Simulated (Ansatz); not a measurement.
Spectroscopic constants of ClO-, multiplicity 3 (an upper state: multiplicity 1 came lower at CCSD(T)/def2-TZVPP on PBE0 minima).

Constants: fifth-degree fit in 1/R to seven points, most abundant isotopes. Runs in def2 and cc sets follow the lowest solution found near the PBE0 minimum.

Run with Ansatz (Gaussian orbitals). Values without a source in brackets are computed.

| level | r_e (Å) | ω_e (cm⁻¹) | B_e (cm⁻¹) | ω_e x_e (cm⁻¹) |
|---|---|---|---|---|
| PBE/def2-TZVPP | 2.395 | 243 | 0.268 | 4.2 |
| PBE0/def2-TZVPP | 2.400 | 251 | 0.267 | 3.8 |
| wB97X-V/def2-TZVPP | 2.380 | 270 | 0.271 | 3.7 |
| CCSD/def2-TZVPP | 2.476 | 196 | 0.251 | 5.8 |
| CCSD(T)/def2-TZVPP | 2.413 | 232 | 0.264 | 5.8 |

Cores are frozen in the correlated methods.

Ansatz is a program for electronic structure.
